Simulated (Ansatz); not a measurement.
```yaml
crystal:
  periodic: [false, false, false]
  atoms:
    - {symbol: C, position_ang: [-2.606327, 1.860735, 0.676343]}
    - {symbol: C, position_ang: [-1.714402, 1.149007, 0.257873]}
    - {symbol: Hf, position_ang: [-0.078457, -0.123172, -0.428175]}
    - {symbol: O, position_ang: [-0.406024, -0.635718, -2.215420]}
    - {symbol: C, position_ang: [1.805998, 0.975019, -0.337439]}
    - {symbol: C, position_ang: [2.849730, 1.591076, -0.246309]}
    - {symbol: C, position_ang: [0.043064, -1.914032, 0.814215]}
    - {symbol: C, position_ang: [0.117509, -2.887021, 1.538752]}
    - {symbol: H, position_ang: [-3.388714, 2.485809, 1.045303]}
    - {symbol: H, position_ang: [-0.571490, -0.893526, -3.116882]}
    - {symbol: H, position_ang: [3.765967, 2.132195, -0.164584]}
    - {symbol: H, position_ang: [0.183148, -3.740362, 2.176313]}
basis:
  gaussian: {orbitals: def2-mTZVPP}
total_charge: 1
magnetization: {spin_polarized: true, initial_magnetization: 1}
hamiltonian: {xc: {name: B3LYP}}
kpoints: {mp_grid: {grid: [2, 2, 2]}}
output: {forces: true}
```

```sh
$ ansatz run in.yaml --threads 4 --pin off --events-out ev --progress --plain --max-ram 11315MiB
```

It prints (some lines left out):

```
Error: invalid value for `basis.gaussian`: such a run doesn't read kpoints; remove what it names
```

**Question.** What is wrong with this run?

**Answer.** The input holds a key that doesn't belong there. The program refused the input.

B3LYP here is the variant with VWN-RPA as its local correlation; programs differ in this.
